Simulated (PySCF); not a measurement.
Trend along group 13: MCl molecules

CCSD(T) with double-zeta basis sets in PySCF, for the lowest determinant that a PBE0 search found; no spin–orbit coupling. De refers to high-spin ground-configuration atoms.

```
 M                   basis  reference, frozen orbitals  state (unpaired electrons)  Re (Å)  ωe (cm⁻¹)  De (eV)
 B                def2-SVP                      RHF, 6      singlet (closed shell)   1.716        889     5.10
Al              x2c-SVPall                     RHF, 10      singlet (closed shell)   2.132        516     4.86
Ga  cc-pVDZ-PP/cc-pV(D+d)Z                      RHF, 9      singlet (closed shell)   2.241        365     4.39
In                def2-SVP                      RHF, 9      singlet (closed shell)   2.423        338     4.12
Tl                def2-SVP                      RHF, 9      singlet (closed shell)   2.520        302     3.88
```

**Question.** By what factor does the bond length vary along the series?

**Answer.** At CCSD(T) it runs from 1.716 Å (BCl) to 2.520 Å (TlCl), a factor of 1.47.

The rows differ in basis set, which adds steps of its own.

Down a group the atoms grow and get heavier, so bonds lengthen and wavenumbers fall; this series shows no clear exception.

Correlated steps freeze the inner cores (6 to 10 orbitals); shallow outer-core shells are correlated. Correlated levels converge slowly with the basis: in double zeta they bind strong bonds too weakly, by up to about 1 eV, and carry superposition errors of some tenths. Spin–orbit coupling is left out, which matters for elements this heavy, above all for dissociation energies. Where the molecule has an RHF reference, its open-shell atoms are computed with UHF.
